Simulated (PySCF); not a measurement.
**Heteronuclear NMR**

Bonds (- single, = double, # triple, : aromatic): C1-N2, N2-C3, C3:C4, C4:C5, C5:C6, C6:N7, N7:C8, C8:C3. C1 carries H9, H10, H11; N2 carries H12; C4 carries H13; C5 carries H14; C6 carries H15; C8 carries H16.

[PySCF 2.14: σ from GIAO-B97-2/pcSseg-2; geometry: PBE0-D3(BJ)/def2-TZVP; no solvent model; one computed conformer; no relativistic terms; fast rotation and ring inversion assumed for equivalent nuclei]

Question: Predict the 15N NMR data.

Answer: 
| atoms | environment | σ (ppm) | δ (ppm) |
| --- | --- | --- | --- |
| N7 | pyridine-type ring nitrogen | -94.9 | -62.4 |
| N2 | aniline-type nitrogen | 195.4 | -329.6 |

Shieldings were converted by a linear fit to measured shifts: 15N: δ = -149.73 − 0.920σ (rms 6.4 ppm, 44 shifts vs CH3NO2, solution or neat liquid). Occasional misses reach two or three times the rms, and more in compound classes unlike the fitted ones.

On a 400 MHz spectrometer 15N resonates near 40.5 MHz, so 1 ppm is 40.5 Hz.
